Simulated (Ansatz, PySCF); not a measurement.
This PySCF input computes a SVWN5/def2-TZVPD energy:

```python
from pyscf import gto, scf, dft

mol = gto.M(
    atom='''
    O     0.42347817    1.17381684   -1.15578047
    Ge   -0.13443619   -0.07647536    0.04928116
    O    -1.03117296    0.70297661    1.28967065
    O    -0.48330702   -1.56450361   -0.73449774
    O     1.65459915    0.00831812    0.39400598
    H     0.56153802    2.07499890   -0.80027564
    H    -1.59913456    0.16914913    1.86357228
    H    -1.39960933   -1.87501443   -0.76430297
    H     2.23038512   -0.48678563   -0.22317803
    ''',
    basis='def2-tzvpd',
    charge=1,
    spin=1,
    verbose=4,
)

mf = dft.UKS(mol, xc='svwn').density_fit(auxbasis='def2-universal-jkfit')
mf.grids.level = 3
mf.conv_tol = 1e-9
mf.max_cycle = 100
mf.max_memory = 1500
mf.kernel()
if not mf.converged:
    mf = mf.newton()
    mf.kernel(mf.make_rdm1())
for _ in range(2):
    mo, _, stable, _ = mf.stability(return_status=True)
    if stable:
        break
    mf.kernel(mf.make_rdm1(mo, mf.mo_occ))
mf.analyze()
```

### Question
Write an input for the same energy in Ansatz (a first-principles code) and say what it gives.

### Answer

Ansatz 0.2 input:
```yaml
crystal:
  periodic: [false, false, false]
  atoms:
    - {symbol: O, position_ang: [0.42347817, 1.17381684, -1.15578047]}
    - {symbol: Ge, position_ang: [-0.13443619, -0.07647536, 0.04928116]}
    - {symbol: O, position_ang: [-1.03117296, 0.70297661, 1.28967065]}
    - {symbol: O, position_ang: [-0.48330702, -1.56450361, -0.73449774]}
    - {symbol: O, position_ang: [1.65459915, 0.00831812, 0.39400598]}
    - {symbol: H, position_ang: [0.56153802, 2.07499890, -0.80027564]}
    - {symbol: H, position_ang: [-1.59913456, 0.16914913, 1.86357228]}
    - {symbol: H, position_ang: [-1.39960933, -1.87501443, -0.76430297]}
    - {symbol: H, position_ang: [2.23038512, -0.48678563, -0.22317803]}
basis:
  gaussian:
    orbitals: def2-TZVPD
hamiltonian:
  xc: {name: SVWN5}
total_charge: 1
magnetization: {spin_polarized: true, initial_magnetization: 1}
output: {forces: true}
```
It gives -2374.89272 Eh, and PySCF -2374.89282 Eh, a difference of 0.10 mEh, from the treatment of integrals and grids.
